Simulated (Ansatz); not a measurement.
A nudged elastic band was laid between two geometries of Cl2H3O3Ta + H2 (11 atoms, charge 0, multiplicity 1).

Theory: RKS revPBE/def2-SVP in Ansatz 0.2.0.

```json
{
  "movable images": "5",
  "climbing image": "yes",
  "spring": "5.0 eV/Å²",
  "optimiser": "quadratic models (default)",
  "start path": "through a guess of the saddle point",
  "force threshold": "0.05 eV/Å",
  "iteration limit": "60",
  "end points": "relaxed"
}
```

Initial state:

```xyz
11
Properties=species:S:1:pos:R:3
Ta -0.364 -0.397 0.166
O 1.563 -0.374 0.291
H 1.968 -0.602 1.150
Cl -0.280 -0.920 2.538
O -0.227 -0.195 -1.703
H 0.108 -0.190 -2.613
Cl -1.547 1.582 0.550
O -1.389 -2.013 -0.017
H -1.558 -2.577 0.762
H 2.178 3.337 0.294
H 2.425 2.615 0.224
```

Final state:

```xyz
11
Properties=species:S:1:pos:R:3
Ta -0.504 0.304 0.218
O 1.787 -0.670 0.453
H 1.871 -0.489 1.417
Cl -0.028 0.646 2.560
O -0.263 0.372 -1.688
H 0.122 1.049 -2.269
Cl -2.564 1.377 0.279
O -0.712 -1.598 0.297
H 0.000 -2.261 0.219
H 0.790 1.536 0.108
H 2.376 0.000 0.052
```

Task: Which bonds break or form, and what moves?

Result: Bonds broken: H10–H11. Bonds formed: Ta1–H10, O2–H11. Cl2H3O3Ta + H2 becomes Cl2H5O3Ta.

Task: What energy profile does the band end with?

Result: The forces met the threshold. The highest image is number 4 of 0 to 6, 29.0 kcal/mol above the first end and 11.9 kcal/mol above the last; the last end lies 17.1 kcal/mol above the first. A vibrational analysis at the climbing image gives one clearly imaginary mode, 939i cm⁻¹: a first-order saddle point. The orbitals stay closed-shell, which can raise the energy where a bond breaks towards radicals; this wasn't checked here.

```json
{"image": "0", "path coordinate (Å)": "0.00", "energy (kcal/mol)": "0.0", "H10–H11 (Å)": "0.77", "Ta1–H10 (Å)": "4.52", "O2–H11 (Å)": "3.11"}
{"image": "1", "path coordinate (Å)": "0.95", "energy (kcal/mol)": "0.4", "H10–H11 (Å)": "0.76", "Ta1–H10 (Å)": "3.76", "O2–H11 (Å)": "2.97"}
{"image": "2", "path coordinate (Å)": "1.91", "energy (kcal/mol)": "2.5", "H10–H11 (Å)": "0.76", "Ta1–H10 (Å)": "3.19", "O2–H11 (Å)": "2.63"}
{"image": "3", "path coordinate (Å)": "2.86", "energy (kcal/mol)": "6.9", "H10–H11 (Å)": "0.77", "Ta1–H10 (Å)": "2.49", "O2–H11 (Å)": "2.15"}
{"image": "4", "path coordinate (Å)": "3.82", "energy (kcal/mol)": "29.0", "H10–H11 (Å)": "1.09", "Ta1–H10 (Å)": "1.97", "O2–H11 (Å)": "1.21"}
{"image": "5", "path coordinate (Å)": "5.16", "energy (kcal/mol)": "20.3", "H10–H11 (Å)": "1.83", "Ta1–H10 (Å)": "1.81", "O2–H11 (Å)": "0.99"}
{"image": "6", "path coordinate (Å)": "6.50", "energy (kcal/mol)": "17.1", "H10–H11 (Å)": "2.21", "Ta1–H10 (Å)": "1.79", "O2–H11 (Å)": "0.98"}
```

Task: What is the geometry of the highest image?

Result: 
```xyz
11
Properties=species:S:1:pos:R:3
Ta -0.282 0.173 0.159
O 1.872 -0.302 0.020
H 2.198 -0.588 0.900
Cl 0.234 0.042 2.517
O -0.033 0.253 -1.717
H 0.683 0.161 -2.369
Cl -2.054 1.671 0.329
O -1.074 -1.564 0.294
H -1.290 -2.165 1.029
H 0.959 1.701 0.304
H 1.663 0.884 0.179
```

Task: What are the harmonic wavenumbers there?

Result: 939i, 63, 118, 123, 148, 166, 196, 220, 310, 343, 380, 382, 439, 471, 481, 529, 688, 707, 732, 747, 1101, 1423, 1596, 1790, 3656, 3754, 3775 cm⁻¹.

The band took 27 iterations and roughly 16 core-minutes.

Run time: 4.4 min on 4 threads of Arm Neoverse V2, with other jobs on the host, peak memory 0.22 GiB.
